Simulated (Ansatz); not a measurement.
# Nudged elastic band run: H9NO2Si

Input:

```yaml
crystal:
  periodic: [false, false, false]
  atoms:
    - { symbol: Si, position_ang: [-1.108957, 0.106976, -0.932218] }
    - { symbol: O, position_ang: [-0.384985, -1.220417, -0.106059] }
    - { symbol: H, position_ang: [-0.632818, 0.500141, -2.295299] }
    - { symbol: H, position_ang: [-2.376152, -0.654662, -1.310752] }
    - { symbol: H, position_ang: [-1.7027, 1.236297, -0.153999] }
    - { symbol: H, position_ang: [1.010935, 0.73399, 0.680175] }
    - { symbol: "N", position_ang: [0.796893, 0.993526, -0.297867] }
    - { symbol: H, position_ang: [0.379855, -0.922197, 1.489583] }
    - { symbol: O, position_ang: [0.946838, -0.46463, 2.154972] }
    - { symbol: H, position_ang: [-1.003549, -1.965025, -0.159598] }
    - { symbol: H, position_ang: [0.765213, 2.008627, -0.38097] }
    - { symbol: H, position_ang: [1.564318, 0.658876, -0.880089] }
    - { symbol: H, position_ang: [1.74511, -1.011303, 2.192122] }
basis:
  gaussian: { orbitals: "6-31G*" }
hamiltonian:
  xc: r2scan
  dispersion: d4
neb:
  order_check: false
  images: 8
  f_tol: 0.03
  max_iterations: 60
  climbing: false
  final_atoms:
    - { symbol: Si, position_ang: [-1.06748367, 0.71579467, -0.87016433] }
    - { symbol: O, position_ang: [0.37649459, -1.70193969, -0.37984785] }
    - { symbol: H, position_ang: [-1.19198115, 0.0494198, -2.195261] }
    - { symbol: H, position_ang: [-1.85434482, -0.02639397, 0.14582018] }
    - { symbol: H, position_ang: [-1.68532374, 2.07276243, -0.99021518] }
    - { symbol: H, position_ang: [0.59322604, 0.31742289, 1.37479748] }
    - { symbol: "N", position_ang: [0.585865, 1.04140982, -0.33992435] }
    - { symbol: H, position_ang: [0.39345373, -1.47724585, 0.58463524] }
    - { symbol: O, position_ang: [0.54801004, -0.43436142, 2.02475325] }
    - { symbol: H, position_ang: [-0.30015288, -2.38917361, -0.46247954] }
    - { symbol: H, position_ang: [0.91009049, 1.98168337, -0.54972132] }
    - { symbol: H, position_ang: [1.24237598, 0.35860125, -0.71285232] }
    - { symbol: H, position_ang: [1.44977138, -0.50778069, 2.37046076] }
  initial_path:
    images:
      - { positions_ang: [[-1.108957, 0.106976, -0.932218], [-0.384985, -1.220417, -0.106059], [-0.632818, 0.500141, -2.295299], [-2.376152, -0.654662, -1.310752], [-1.7027, 1.236297, -0.153999], [1.010935, 0.73399, 0.680175], [0.796893, 0.993526, -0.297867], [0.379855, -0.922197, 1.489583], [0.946838, -0.46463, 2.154972], [-1.003549, -1.965025, -0.159598], [0.765213, 2.008627, -0.38097], [1.564318, 0.658876, -0.880089], [1.74511, -1.011303, 2.192122]] }
      - { positions_ang: [[-1.09015801, 0.12676896, -0.96065687], [-0.41830936, -1.26510477, -0.05484603], [-0.53728642, 0.39733468, -2.28781116], [-2.34445206, -0.63315801, -1.36243808], [-1.70565365, 1.2182457, -0.16230284], [1.00580782, 0.67432196, 0.72947277], [0.77905107, 1.0175289, -0.28576557], [0.34608724, -0.94347801, 1.39469151], [0.97308382, -0.45559869, 2.08026528], [-1.07982826, -1.9082014, -0.00606564], [0.7337083, 2.024992, -0.29971364], [1.56021919, 0.73086307, -0.86469666], [1.77773132, -0.98431539, 2.07986795]] }
      - { positions_ang: [[-1.07135902, 0.14656191, -0.98909574], [-0.45163373, -1.30979253, -0.00363307], [-0.44175484, 0.29452836, -2.28032332], [-2.31275211, -0.61165402, -1.41412415], [-1.7086073, 1.2001944, -0.17060669], [1.00068064, 0.61465392, 0.77877054], [0.76120915, 1.0415318, -0.27366413], [0.31231948, -0.96475903, 1.29980002], [0.99932964, -0.44656738, 2.00555855], [-1.15610753, -1.85137779, 0.14746671], [0.70220361, 2.04135699, -0.21845729], [1.55612039, 0.80285014, -0.84930432], [1.81035263, -0.95732779, 1.96761389]] }
      - { positions_ang: [[-1.05256004, 0.16635487, -1.01753461], [-0.48495809, -1.3544803, 0.0475799], [-0.34622326, 0.19172204, -2.27283549], [-2.28105217, -0.59015003, -1.46581023], [-1.71156094, 1.1821431, -0.17891053], [0.99555347, 0.55498589, 0.82806832], [0.74336722, 1.06553471, -0.2615627], [0.27855171, -0.98604004, 1.20490853], [1.02557546, -0.43753607, 1.93085183], [-1.23238679, -1.79455419, 0.30099907], [0.67069891, 2.05772199, -0.13720093], [1.55202158, 0.87483721, -0.83391199], [1.84297395, -0.93034018, 1.85535984]] }
      - { positions_ang: [[-1.03376105, 0.18614783, -1.04597348], [-0.51828245, -1.39916806, 0.09879286], [-0.25069167, 0.08891572, -2.26534765], [-2.24935223, -0.56864604, -1.51749631], [-1.71451459, 1.1640918, -0.18721438], [0.99042629, 0.49531785, 0.87736609], [0.72552529, 1.08953761, -0.24946126], [0.24478395, -1.00732105, 1.11001703], [1.05182127, -0.42850476, 1.8561451], [-1.30866606, -1.73773059, 0.45453142], [0.63919421, 2.07408699, -0.05594457], [1.54792277, 0.94682428, -0.81851965], [1.87559526, -0.90335257, 1.74310579]] }
      - { positions_ang: [[-1.0291529, 0.25379435, -1.03907863], [-0.43367361, -1.45267058, 0.06837188], [-0.31282091, 0.03883558, -2.25423231], [-2.19137365, -0.49883848, -1.35565495], [-1.7125839, 1.25703241, -0.28012729], [0.94401418, 0.44903261, 0.95454637], [0.70207774, 1.09485803, -0.2541343], [0.24629492, -1.06899315, 1.00946728], [1.00750706, -0.42514159, 1.84167635], [-1.23051093, -1.78485821, 0.42087792], [0.65529171, 2.07109325, -0.07469472], [1.51215144, 0.91346042, -0.7999378], [1.84277986, -0.84740565, 1.7629212]] }
      - { positions_ang: [[-1.03873559, 0.36929443, -0.99685006], [-0.23113156, -1.51498786, -0.04368305], [-0.53261097, 0.04148164, -2.23948948], [-2.10711644, -0.38072735, -0.98028617], [-1.70576886, 1.46096491, -0.45764926], [0.85631715, 0.41613018, 1.05960914], [0.67302455, 1.08149598, -0.27558181], [0.28308462, -1.17105632, 0.90325927], [0.8926328, -0.42744654, 1.88744557], [-0.99792142, -1.93593706, 0.20003856], [0.7189914, 2.04874078, -0.19345137], [1.44470757, 0.77474563, -0.77816643], [1.74452774, -0.76249941, 1.91480609]] }
      - { positions_ang: [[-1.04831829, 0.48479451, -0.95462148], [-0.02858951, -1.57730513, -0.15573799], [-0.75240103, 0.04412769, -2.22474665], [-2.02285924, -0.26261622, -0.60491739], [-1.69895382, 1.66489742, -0.63517123], [0.76862011, 0.38322775, 1.16467192], [0.64397137, 1.06813393, -0.29702933], [0.31987433, -1.2731195, 0.79705126], [0.77775855, -0.4297515, 1.9332148], [-0.76533191, -2.08701591, -0.02080081], [0.7826911, 2.02638831, -0.31220802], [1.37726371, 0.63603083, -0.75639506], [1.64627562, -0.67759317, 2.06669098]] }
      - { positions_ang: [[-1.05790098, 0.60029459, -0.91239291], [0.17395254, -1.63962241, -0.26779292], [-0.97219109, 0.04677375, -2.21000383], [-1.93860203, -0.1445051, -0.22954861], [-1.69213878, 1.86882993, -0.81269321], [0.68092308, 0.35032532, 1.2697347], [0.61491818, 1.05477187, -0.31847684], [0.35666403, -1.37518268, 0.69084325], [0.6628843, -0.43205646, 1.97898402], [-0.5327424, -2.23809476, -0.24164017], [0.84639079, 2.00403584, -0.43096467], [1.30981985, 0.49731604, -0.73462369], [1.5480235, -0.59268693, 2.21857587]] }
      - { positions_ang: [[-1.06748367, 0.71579467, -0.87016433], [0.37649459, -1.70193969, -0.37984785], [-1.19198115, 0.0494198, -2.195261], [-1.85434482, -0.02639397, 0.14582018], [-1.68532374, 2.07276243, -0.99021518], [0.59322604, 0.31742289, 1.37479748], [0.585865, 1.04140982, -0.33992435], [0.39345373, -1.47724585, 0.58463524], [0.54801004, -0.43436142, 2.02475325], [-0.30015288, -2.38917361, -0.46247954], [0.91009049, 1.98168337, -0.54972132], [1.24237598, 0.35860125, -0.71285232], [1.44977138, -0.50778069, 2.37046076]] }
```

Command:

```bash
$ ansatz run input.yaml --threads 2 --pin off --max-ram 3072MiB --backend cpu --events-out ev --progress --plain --runs-dir out
```

Output, in part (warnings, iteration lines):

```
NEB end point (image 0): max|allowed force component| = 1.101e-2 eV/Å (the criterion of neb.relax_end_points is 1.000e-2)
NEB end point (image 9): max|allowed force component| = 2.384e-2 eV/Å (the criterion of neb.relax_end_points is 1.000e-2)
NEB iter   1: max|band force component| = 6.485e0 eV/Å  barrier→ = 2.8246 eV  barrier← = 2.3964 eV  Δτ_max = 0.1960 Å  (264 SCF iters)
NEB iter   2: max|band force component| = 2.728e0 eV/Å  barrier→ = 1.3942 eV  barrier← = 0.9660 eV  Δτ_max = 0.2000 Å  (230 SCF iters)
NEB iter   3: max|band force component| = 1.271e0 eV/Å  barrier→ = 1.1490 eV  barrier← = 0.7208 eV  Δτ_max = 0.2000 Å  (235 SCF iters)
NEB iter   4: max|band force component| = 8.002e-1 eV/Å  barrier→ = 1.1392 eV  barrier← = 0.7110 eV  Δτ_max = 0.2000 Å  (220 SCF iters)
NEB iter   5: max|band force component| = 8.650e-1 eV/Å  barrier→ = 1.1269 eV  barrier← = 0.6987 eV  Δτ_max = 0.1010 Å  (222 SCF iters)
NEB iter   6: max|band force component| = 6.224e-1 eV/Å  barrier→ = 1.0976 eV  barrier← = 0.6694 eV  Δτ_max = 0.1008 Å  (224 SCF iters)
NEB iter   7: max|band force component| = 5.638e-1 eV/Å  barrier→ = 1.0402 eV  barrier← = 0.6120 eV  Δτ_max = 0.1010 Å  (227 SCF iters)
NEB iter   8: max|band force component| = 4.901e-1 eV/Å  barrier→ = 0.9663 eV  barrier← = 0.5381 eV  Δτ_max = 0.1008 Å  (226 SCF iters)
NEB iter   9: max|band force component| = 3.069e-1 eV/Å  barrier→ = 0.9326 eV  barrier← = 0.5044 eV  Δτ_max = 0.0486 Å  (229 SCF iters)
NEB iter  10: max|band force component| = 1.169e-1 eV/Å  barrier→ = 0.9394 eV  barrier← = 0.5112 eV  Δτ_max = 0.0282 Å  (222 SCF iters)
NEB iter  11: max|band force component| = 7.330e-2 eV/Å  barrier→ = 0.9556 eV  barrier← = 0.5274 eV  Δτ_max = 0.0208 Å  (215 SCF iters)
NEB iter  12: max|band force component| = 6.744e-2 eV/Å  barrier→ = 0.9567 eV  barrier← = 0.5284 eV  Δτ_max = 0.0461 Å  (210 SCF iters)
NEB iter  13: max|band force component| = 5.238e-2 eV/Å  barrier→ = 0.9513 eV  barrier← = 0.5231 eV  Δτ_max = 0.0420 Å  (226 SCF iters)
NEB iter  14: max|band force component| = 4.240e-2 eV/Å  barrier→ = 0.9459 eV  barrier← = 0.5177 eV  Δτ_max = 0.0992 Å  (217 SCF iters)
NEB iter  15: max|band force component| = 1.376e-1 eV/Å  barrier→ = 0.9274 eV  barrier← = 0.4991 eV  Δτ_max = 0.0501 Å  (224 SCF iters)
NEB iter  16: max|band force component| = 6.842e-2 eV/Å  barrier→ = 0.9287 eV  barrier← = 0.5005 eV  Δτ_max = 0.1016 Å  (217 SCF iters)
NEB iter  17: max|band force component| = 1.673e-1 eV/Å  barrier→ = 0.9315 eV  barrier← = 0.5033 eV  Δτ_max = 0.0500 Å  (219 SCF iters)
NEB iter  18: max|band force component| = 1.268e-1 eV/Å  barrier→ = 0.9268 eV  barrier← = 0.4986 eV  Δτ_max = 0.0501 Å  (219 SCF iters)
NEB iter  19: max|band force component| = 8.277e-2 eV/Å  barrier→ = 0.9157 eV  barrier← = 0.4874 eV  Δτ_max = 0.0501 Å  (224 SCF iters)
NEB iter  20: max|band force component| = 9.955e-2 eV/Å  barrier→ = 0.9035 eV  barrier← = 0.4753 eV  Δτ_max = 0.0250 Å  (223 SCF iters)
NEB iter  21: max|band force component| = 9.892e-2 eV/Å  barrier→ = 0.8939 eV  barrier← = 0.4657 eV  Δτ_max = 0.0250 Å  (221 SCF iters)
NEB iter  22: max|band force component| = 8.525e-2 eV/Å  barrier→ = 0.8801 eV  barrier← = 0.4519 eV  Δτ_max = 0.0250 Å  (222 SCF iters)
NEB iter  23: max|band force component| = 5.145e-2 eV/Å  barrier→ = 0.8662 eV  barrier← = 0.4380 eV  Δτ_max = 0.0250 Å  (220 SCF iters)
NEB iter  24: max|band force component| = 5.596e-2 eV/Å  barrier→ = 0.8559 eV  barrier← = 0.4277 eV  Δτ_max = 0.0250 Å  (217 SCF iters)
NEB iter  25: max|band force component| = 5.440e-2 eV/Å  barrier→ = 0.8480 eV  barrier← = 0.4198 eV  Δτ_max = 0.0501 Å  (214 SCF iters)
NEB iter  26: max|band force component| = 7.735e-2 eV/Å  barrier→ = 0.8356 eV  barrier← = 0.4074 eV  Δτ_max = 0.0501 Å  (223 SCF iters)
NEB iter  27: max|band force component| = 7.525e-2 eV/Å  barrier→ = 0.8220 eV  barrier← = 0.3938 eV  Δτ_max = 0.1008 Å  (224 SCF iters)
NEB iter  28: max|band force component| = 1.025e-1 eV/Å  barrier→ = 0.8038 eV  barrier← = 0.3756 eV  Δτ_max = 0.0502 Å  (219 SCF iters)
NEB iter  29: max|band force component| = 9.474e-2 eV/Å  barrier→ = 0.7898 eV  barrier← = 0.3616 eV  Δτ_max = 0.0502 Å  (223 SCF iters)
NEB iter  30: max|band force component| = 8.984e-2 eV/Å  barrier→ = 0.7746 eV  barrier← = 0.3464 eV  Δτ_max = 0.0502 Å  (223 SCF iters)
NEB iter  31: max|band force component| = 7.825e-2 eV/Å  barrier→ = 0.7585 eV  barrier← = 0.3303 eV  Δτ_max = 0.0502 Å  (224 SCF iters)
NEB iter  32: max|band force component| = 7.382e-2 eV/Å  barrier→ = 0.7429 eV  barrier← = 0.3147 eV  Δτ_max = 0.0502 Å  (223 SCF iters)
NEB iter  33: max|band force component| = 8.219e-2 eV/Å  barrier→ = 0.7276 eV  barrier← = 0.2994 eV  Δτ_max = 0.0501 Å  (224 SCF iters)
NEB iter  34: max|band force component| = 8.910e-2 eV/Å  barrier→ = 0.7129 eV  barrier← = 0.2847 eV  Δτ_max = 0.0501 Å  (222 SCF iters)
NEB iter  35: max|band force component| = 9.133e-2 eV/Å  barrier→ = 0.6962 eV  barrier← = 0.2680 eV  Δτ_max = 0.0501 Å  (224 SCF iters)
NEB iter  36: max|band force component| = 8.978e-2 eV/Å  barrier→ = 0.6790 eV  barrier← = 0.2507 eV  Δτ_max = 0.0502 Å  (225 SCF iters)
NEB iter  37: max|band force component| = 8.685e-2 eV/Å  barrier→ = 0.6738 eV  barrier← = 0.2456 eV  Δτ_max = 0.0502 Å  (222 SCF iters)
NEB iter  38: max|band force component| = 7.155e-2 eV/Å  barrier→ = 0.6722 eV  barrier← = 0.2440 eV  Δτ_max = 0.0502 Å  (223 SCF iters)
NEB iter  39: max|band force component| = 6.379e-2 eV/Å  barrier→ = 0.6658 eV  barrier← = 0.2376 eV  Δτ_max = 0.0502 Å  (221 SCF iters)
NEB iter  40: max|band force component| = 5.246e-2 eV/Å  barrier→ = 0.6691 eV  barrier← = 0.2409 eV  Δτ_max = 0.0502 Å  (222 SCF iters)
NEB iter  41: max|band force component| = 5.601e-2 eV/Å  barrier→ = 0.6669 eV  barrier← = 0.2387 eV  Δτ_max = 0.0250 Å  (224 SCF iters)
NEB iter  42: max|band force component| = 4.069e-2 eV/Å  barrier→ = 0.6676 eV  barrier← = 0.2394 eV  Δτ_max = 0.0250 Å  (207 SCF iters)
NEB iter  43: max|band force component| = 4.023e-2 eV/Å  barrier→ = 0.6654 eV  barrier← = 0.2372 eV  Δτ_max = 0.0250 Å  (214 SCF iters)
NEB iter  44: max|band force component| = 3.993e-2 eV/Å  barrier→ = 0.6644 eV  barrier← = 0.2362 eV  Δτ_max = 0.0250 Å  (216 SCF iters)
NEB iter  45: max|band force component| = 3.952e-2 eV/Å  barrier→ = 0.6627 eV  barrier← = 0.2344 eV  Δτ_max = 0.0250 Å  (215 SCF iters)
NEB iter  46: max|band force component| = 3.672e-2 eV/Å  barrier→ = 0.6610 eV  barrier← = 0.2328 eV  Δτ_max = 0.0502 Å  (214 SCF iters)
NEB iter  47: max|band force component| = 4.247e-2 eV/Å  barrier→ = 0.6634 eV  barrier← = 0.2352 eV  Δτ_max = 0.0250 Å  (226 SCF iters)
NEB iter  48: max|band force component| = 4.338e-2 eV/Å  barrier→ = 0.6636 eV  barrier← = 0.2354 eV  Δτ_max = 0.0250 Å  (215 SCF iters)
NEB iter  49: max|band force component| = 3.990e-2 eV/Å  barrier→ = 0.6656 eV  barrier← = 0.2374 eV  Δτ_max = 0.0250 Å  (224 SCF iters)
NEB iter  50: max|band force component| = 3.925e-2 eV/Å  barrier→ = 0.6678 eV  barrier← = 0.2396 eV  Δτ_max = 0.0251 Å  (220 SCF iters)
NEB iter  51: max|band force component| = 3.845e-2 eV/Å  barrier→ = 0.6717 eV  barrier← = 0.2435 eV  Δτ_max = 0.0250 Å  (221 SCF iters)
NEB iter  52: max|band force component| = 3.732e-2 eV/Å  barrier→ = 0.6754 eV  barrier← = 0.2472 eV  Δτ_max = 0.0251 Å  (214 SCF iters)
NEB iter  53: max|band force component| = 3.926e-2 eV/Å  barrier→ = 0.6794 eV  barrier← = 0.2511 eV  Δτ_max = 0.0251 Å  (213 SCF iters)
NEB iter  54: max|band force component| = 4.014e-2 eV/Å  barrier→ = 0.6829 eV  barrier← = 0.2547 eV  Δτ_max = 0.0251 Å  (215 SCF iters)
NEB iter  55: max|band force component| = 4.216e-2 eV/Å  barrier→ = 0.6863 eV  barrier← = 0.2581 eV  Δτ_max = 0.0251 Å  (215 SCF iters)
NEB iter  56: max|band force component| = 4.348e-2 eV/Å  barrier→ = 0.6905 eV  barrier← = 0.2623 eV  Δτ_max = 0.0251 Å  (215 SCF iters)
NEB iter  57: max|band force component| = 4.335e-2 eV/Å  barrier→ = 0.6932 eV  barrier← = 0.2650 eV  Δτ_max = 0.0502 Å  (215 SCF iters)
NEB iter  58: max|band force component| = 4.233e-2 eV/Å  barrier→ = 0.7015 eV  barrier← = 0.2733 eV  Δτ_max = 0.0502 Å  (223 SCF iters)
NEB iter  59: max|band force component| = 4.307e-2 eV/Å  barrier→ = 0.7116 eV  barrier← = 0.2834 eV  Δτ_max = 0.0502 Å  (226 SCF iters)
NEB iter  60: max|band force component| = 6.394e-2 eV/Å  barrier→ = 0.7307 eV  barrier← = 0.3025 eV  Δτ_max = 0.0251 Å  (225 SCF iters)
Error: NEB band did not converge after 60 iterations: max|band force component| = 6.39e-2 eV/Å (threshold 3.0e-2); raise `neb.max_iterations` in a new run, which can start from the last band evaluated (`neb.initial_path`, with `crystal.atoms` and `neb.final_atoms` set to its first and last images), …
```

It did not converge within its limit. The band didn't meet its force threshold, so its energies are provisional: the largest band force was still 0.06 eV/Å, and over the last iterations the top moved between 0.70 and 0.73 eV. Inner images lie below an end point, which means an intermediate or an end that isn't the lowest structure nearby. The orbitals stay closed-shell, which can raise the energy where a bond breaks towards radicals; this wasn't checked here.

Final band (atoms are numbered from 1 in the order of the input):

```tsv
image	path coordinate (Å)	energy (kcal/mol)	Si1–O2 (Å)	H6–N7 (Å)	H8–O9 (Å)
0	0.00	0.0	1.72	1.03	0.99
1	1.49	0.5	1.72	1.03	0.99
2	2.98	-0.4	1.72	1.03	0.99
3	4.47	6.0	1.75	1.04	0.99
4	5.96	16.9	1.85	1.06	1.02
5	7.46	12.5	2.84	1.84	1.80
6	8.95	13.8	3.07	1.81	1.78
7	10.44	13.9	3.14	1.82	1.78
8	11.93	12.2	2.78	1.82	1.75
9	13.42	9.9	2.86	1.86	1.78
```

Time of the run: 19 min on 2 threads of Arm Neoverse V2, on a shared host, peak memory 0.14 GiB.
